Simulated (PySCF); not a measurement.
Excitations are Tamm–Dancoff values on a coarser integration grid. The basis has no diffuse functions, so Rydberg states are missing or too high.

# H3GaO3, SMILES `[OH][Ga]([OH])[OH]` (charge 0, multiplicity 1)

Method: PySCF with TPSSh-D3(BJ)/def2-TZVP // PBE0-D3(BJ)/def2-TZVP.

The HOMO is -7.98 eV and the dipole moment comes out as 0.00 D. The HOMO–LUMO gap is 6.73 eV and the LUMO is -1.26 eV. The S1 excitation (TDA) comes out as 6.10 eV. The S1 oscillator strength is 0.000. The brightest of the four lowest singlets (TDA) is 7.06 eV and the T1 excitation (TDA) comes out as 5.76 eV. The S1–T1 gap (TDA) is 0.34 eV and the total energy is -2152.5012 Ha. The cost comes out as around 6 core-minutes (rough).

```xyz
7

O      1.7569     0.2244     0.1054
Ga     0.0000     0.0000    -0.0001
O     -0.6940    -1.6297     0.1038
O     -1.0629     1.4052    -0.2091
H      2.2365    -0.5995     0.2177
H     -1.6515    -1.6370     0.0355
H     -0.5851     2.2366    -0.2532
```
Charge 0, spin multiplicity 1.
